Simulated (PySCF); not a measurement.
**A small calculation by hand: oscillator strength and radiative lifetime**

Cl4HSi2, SMILES [SiH](Cl)([Si](Cl)Cl)Cl (connectivity only; charge and spin as stated), charge +1, multiplicity 1.

Coordinates come from a B3LYP-D3(BJ)/def2-SVP optimisation. The spin state was assumed, not searched. The isomer is the one that the SMILES or the coordinates give; other isomers of the formula were not compared. Other conformers were not sampled.

TDDFT-LC-ωPBE/def2-SVPD (PySCF 2.14.0) puts the first singlet state with f over 0.02 at 4.62 eV (vertical), with the transition dipole (0.325, 0.093, -0.311) in atomic units.

Question: Find the oscillator strength, the wavelength and the radiative lifetime that this transition would have in vacuum if emission retraced absorption.

Answer: 
|μ|² = 0.2110 au, so |μ| = 1.17 D. ΔE = 4.62/27.211 = 0.1698 hartree. f = (2/3) ΔE |μ|² = 0.024 (the program prints 0.024).
λ = 1239.84/4.62 = 268 nm; ν = 37263 cm⁻¹.
Einstein's coefficient A = 0.6670 ν² f s⁻¹ (ν in cm⁻¹) = 2.2e7 s⁻¹, so τ = 1/A = 45 ns. This state is S1. The figure is the radiative limit of this one transition; relaxation, internal conversion, crossing to triplets and a medium change what is measured.
